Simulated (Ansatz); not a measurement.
Total energies of `[OH][Al]([SH])[SH]`.

Cartesian coordinates in Å:
```
O -1.786 0.689 -0.756
Al -0.305 0.112 -0.197
S 1.075 -0.578 -1.728
S 0.129 0.091 1.941
H -2.491 1.024 -0.206
H 2.022 -0.906 -0.834
H 1.356 -0.433 1.780
```

Total charge 0; spin multiplicity 1. The geometry is a stationary point of PBE0-D4/def2-TZVP. It is one conformer, not always the lowest. Basis def2-TZVPP, the Gaussian-basis code of Ansatz.

RPA on PBE orbitals: Hartree–Fock energy of these orbitals -1113.77077 Eh, correlation -1.09963 Eh (frozen core).

| functional | energy without D4 (Eh) | D4 term (kJ/mol) |
| --- | --- | --- |
| LDA (SPW92) | -1111.72184 | – |
| PBE | -1115.50397 | -16.5 |
| BLYP | -1116.05052 | -34.8 |
| r2SCAN | -1115.95155 | -3.9 |
| PBE0 | -1115.59297 | -14.2 |
| B3LYP | -1116.12469 | -26.9 |
| r2SCANh | -1115.94112 | -4.3 |
| r2SCAN0 | -1115.92640 | -4.8 |
| HSE06 (plane-wave form) | -1115.56885 | -13.5 |
| CAM-B3LYP | -1116.06908 | -14.8 |
| LC-ωPBE | -1115.71042 | – |
| ωB97X-V | -1115.87819 | – |
| ωB97M-V | -1115.98465 | – |
| B2PLYP | -1115.65040 | – |

(1) Give the same for revPBE, B97M-V, BHLYP, PBE-QIDH. (Estimate.)

B3LYP takes the VWN-RPA correlation (the form of Gaussian; ORCA's B3LYP/G). HSE06 is the plane-wave form, built on full-range PBE exchange. The double hybrids freeze the cores in their second-order part.

Results:

(1) Computed: 
```json
{"functional": "revPBE", "energy without D4 (Eh)": "-1115.83905", "D4 term (kJ/mol)": "-40.9"}
{"functional": "B97M-V", "energy without D4 (Eh)": "-1115.78282", "D4 term (kJ/mol)": "–"}
{"functional": "BHLYP", "energy without D4 (Eh)": "-1116.02802", "D4 term (kJ/mol)": "-23.6"}
{"functional": "PBE-QIDH", "energy without D4 (Eh)": "-1115.32722", "D4 term (kJ/mol)": "–"}
```

LC-ωPBE has ω = 0.4 bohr⁻¹.
